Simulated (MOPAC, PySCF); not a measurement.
[Zr(Cl)4], neutral singlet in the gas phase. 

Cartesian coordinates (Å):
```xyz
5

Zr     0.0000     0.0000     0.0000
Cl     1.9451    -0.6044     1.1309
Cl    -1.1846    -1.9182    -0.5875
Cl    -1.3186     1.3344     1.3813
Cl     0.5581     1.1881    -1.9247
```
Charge 0, multiplicity 1.

All levels are single points at this geometry (r2SCAN-D4/def2-SVP); Pople sets use spherical d functions. Orbital energies aren't observables, and empty levels follow the basis.

| level | HOMO (eV) | LUMO (eV) | gap (eV) | dipole (D) | vertical IE, Delta-SCF (eV) |
|---|---|---|---|---|---|
| TPSSh-D3(BJ)/def2-TZVP in PySCF | -9.01 | -3.18 | 5.83 | 0.00 | – |
| B3LYP/6-311+G** (LANL2DZ on Zr) in PySCF | -9.58 | -3.55 | 6.03 | 0.00 | – |
| B3LYP/6-31G* (LANL2DZ on Zr) in PySCF | -9.55 | -3.47 | 6.09 | 0.00 | 11.58 |
| BP86/6-31G* (LANL2DZ on Zr) in PySCF | -8.58 | -4.06 | 4.52 | 0.00 | – |
| M06-2X/6-31G* (LANL2DZ on Zr) in PySCF | -11.17 | -2.60 | 8.57 | 0.00 | – |
| PBE/6-31G* (LANL2DZ on Zr) in PySCF | -8.47 | -3.95 | 4.53 | 0.00 | – |
| HF/6-31G* (LANL2DZ on Zr) in PySCF | -13.19 | -0.22 | 12.97 | 0.00 | – |
| PM6 in MOPAC | -11.03 | -2.05 | 8.98 | 0.00 | – |
| PM7 in MOPAC | -11.29 | -0.47 | 10.82 | 0.00 | – |
